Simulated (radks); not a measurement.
The numbers below are computed, except where a source is named.
Species: B+. Configuration: [He] 2s2.

Level of theory: non-relativistic Kohn-Sham, AM05, spin-unpolarised, spherical densities, point nucleus (a radial shooting solver on a logarithmic mesh with Libxc functionals).

Energy parts (hartree):
part                     energy
total                 -24.10169
kinetic                23.96077
electron-nucleus      -54.29794
Hartree                 9.56965
exchange-correlation   -3.33418

Orbitals (lengths in bohr, moments of r in powers of bohr; <r^-3> diverges for s and p1/2):
orbital,occ.,eigenvalue (hartree),<1/r>,<r^2>,<r^-3>
1s,2,-7.04957,4.631,0.1485,-
2s,2,-0.71077,0.7993,3.779,-
2p,0,-0.48611,0.7041,4.220,1.137

The highest occupied level is 2s at -19.341 eV. Virial ratio -V/T = 2.00588. The electron density at the nucleus is 71.98 e/bohr^3. The density falls to 0.001 e/bohr^3 at r = 3.33 bohr. For comparison, the ionisation energy in NIST's Atomic Spectra Database is 25.155 eV (measured). In exact Kohn-Sham theory the highest level is minus the ionisation energy, but local and semilocal functionals leave it too shallow, through self-interaction and a potential that decays too fast; potentials with the right tail come closer.
